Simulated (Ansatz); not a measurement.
Computed with Ansatz on PBE0-D4/def2-TZVP structures; ΔE is electronic, products minus reactants. CCSD(T)/CBS is the MP2 limit (def2-TZVPP, def2-QZVPP) plus CCSD(T) − MP2 in def2-TZVPP, frozen cores. This one scheme is used for every species. Functionals use def2-TZVPP. HSE06 is defined as in plane-wave codes. Triplets are unrestricted, without spin–orbit coupling. For Se outer-core shells are correlated without core-valence functions, which leaves a few kJ/mol of doubt a bond. Scalar relativity is left out up to krypton. One conformer a species, not always the lowest.

Consider the formal loss of a carbene: `C[Se][Al]([F])[F]` → `[CH2]` (triplet) + `[F][Al]([F])[SeH]`.

Is it downhill or uphill in electronic energy at CCSD(T)/CBS, and by how much? (An estimate is asked.)

Computed: Uphill: ΔE = +101.5 kcal/mol.

What do these levels give: revPBE-D4, r2SCANh-D4, HSE06-D4, CAM-B3LYP-D4, ωB97X-V, r2SCAN0, LC-ωPBE, MP2/def2-SVP, CCSD/def2-SVP, SCS-MP2/def2-TZVPP, CCSD(T)/def2-TZVPP, CCSD/CBS(def2)? (Estimate.)

Ansatz gave: revPBE-D4 100.5, r2SCANh-D4 95.6, HSE06-D4 101.1, CAM-B3LYP-D4 100.3, ωB97X-V 103.7, r2SCAN0 94.4, LC-ωPBE 97.9, MP2/def2-SVP 97.0, CCSD/def2-SVP 92.3, SCS-MP2/def2-TZVPP 102.4, CCSD(T)/def2-TZVPP 98.8, CCSD/CBS(def2) 98.5 kcal/mol.

What do rigid-rotor, harmonic-oscillator terms from PBE0-D4/def2-TZVP frequencies (298.15 K, 1 bar) make of the CCSD(T)/CBS value? (Estimate.)

Computed: ΔZPE = -8.0 kcal/mol, ΔH = +94.7 kcal/mol, ΔS = 147 J/(mol·K), ΔG = +84.2 kcal/mol. Open shells count their whole term as degenerate. Modes under 50 cm⁻¹ make the entropy rough.

Largest T1 diagnostic among the species: 0.011.

In def2-TZVPP, CCSD(T) changes the Hartree–Fock value by +33.0 kcal/mol (the triples alone add +2.9 kcal/mol) and MP2 by +36.4 kcal/mol. From PBE to PBE0 (25 % exact exchange), in def2-TZVPP and without D4, ΔE moves by −2.3 kcal/mol. Leaving LDA and LC-ωPBE aside and taking each functional with its dispersion term where it has one, the values, not all of them listed here, spread over 8.9 kcal/mol, from r2SCAN0-D4 to ωB97X-V. LDA lies +15.6 kcal/mol from PBE without D4.
